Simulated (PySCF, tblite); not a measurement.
Isomers of [C8H12P]- (charge -1). All values are computed: GFN2-xTB (tblite) harmonic vibrations without scaling, gas phase. Errors from tens to a few hundred cm⁻¹ against measured bands are possible. One conformer each.

Electronic energies: PBE0/pcSseg-1 single points on the GFN2-xTB geometries (PySCF, gas phase).

| SMILES | electronic energy, lowest = 0 (kJ/mol) |
| --- | --- |
| Cc1[p-]ccc1C(C)C | 3.1 |
| Cc1cc(C(C)C)c[p-]1 | 0.0 |
| Cc1ccc(C(C)C)[p-]1 | 0.7 |
| Cc1cc[p-]c1C(C)C | 1.1 |
| C1=C([P-]C2CC2)CCC1 | 174.9 |

Q: How do GFN2-xTB zero-point energies change the relative energies?

A: 
| SMILES | ZPE (kJ/mol) | of it from modes above 1550 cm⁻¹ | electronic (kJ/mol) | with ZPE, lowest = 0 (kJ/mol) | lowest mode (cm⁻¹) | rings |
| --- | --- | --- | --- | --- | --- | --- |
| Cc1cc(C(C)C)c[p-]1 | 456.7 | 213.5 | 0.0 | 0.0 | 36 | 1 |
| Cc1ccc(C(C)C)[p-]1 | 456.5 | 213.4 | 0.7 | 0.5 | 44 | 1 |
| Cc1cc[p-]c1C(C)C | 457.0 | 213.4 | 1.1 | 1.3 | 39 | 1 |
| Cc1[p-]ccc1C(C)C | 457.6 | 213.7 | 3.1 | 4.0 | 36 | 1 |
| C1=C([P-]C2CC2)CCC1 | 459.0 | 222.6 | 174.9 | 177.2 | 44 | 2 |

The zero-point energies span 2.5 kJ/mol, from `Cc1ccc(C(C)C)[p-]1` to `C1=C([P-]C2CC2)CCC1`. The order is unchanged.

Q: And how do the electronic energies of GFN2-xTB itself compare?

A: `Cc1cc(C(C)C)c[p-]1` 1.2; `Cc1ccc(C(C)C)[p-]1` 5.4; `Cc1cc[p-]c1C(C)C` 0.0; `Cc1[p-]ccc1C(C)C` 2.3; `C1=C([P-]C2CC2)CCC1` 131.9 kJ/mol, lowest = 0. Against the energies above, taken from the same isomer `Cc1cc(C(C)C)c[p-]1`, the largest difference is 44.2 kJ/mol.

Q: What do entropy and thermal enthalpy add at 298.15 K and 1 bar (rigid rotor, harmonic oscillator, one conformer each)?

A: 
```json
{"SMILES": "Cc1cc(C(C)C)c[p-]1", "point group": "C1", "symmetry number": "1", "S (J/(mol K))": "421.0", "H − H(0) (kJ/mol)": "30.04", "ZPE + H − H(0) − TS (kJ/mol)": "361.2"}
{"SMILES": "Cc1ccc(C(C)C)[p-]1", "point group": "C1", "symmetry number": "1", "S (J/(mol K))": "421.6", "H − H(0) (kJ/mol)": "30.16", "ZPE + H − H(0) − TS (kJ/mol)": "361.0"}
{"SMILES": "Cc1cc[p-]c1C(C)C", "point group": "C1", "symmetry number": "1", "S (J/(mol K))": "415.0", "H − H(0) (kJ/mol)": "29.64", "ZPE + H − H(0) − TS (kJ/mol)": "362.9"}
{"SMILES": "Cc1[p-]ccc1C(C)C", "point group": "Cs", "symmetry number": "1", "S (J/(mol K))": "414.4", "H − H(0) (kJ/mol)": "29.56", "ZPE + H − H(0) − TS (kJ/mol)": "363.6"}
{"SMILES": "C1=C([P-]C2CC2)CCC1", "point group": "C1", "symmetry number": "1", "S (J/(mol K))": "408.9", "H − H(0) (kJ/mol)": "27.72", "ZPE + H − H(0) − TS (kJ/mol)": "364.8"}
```
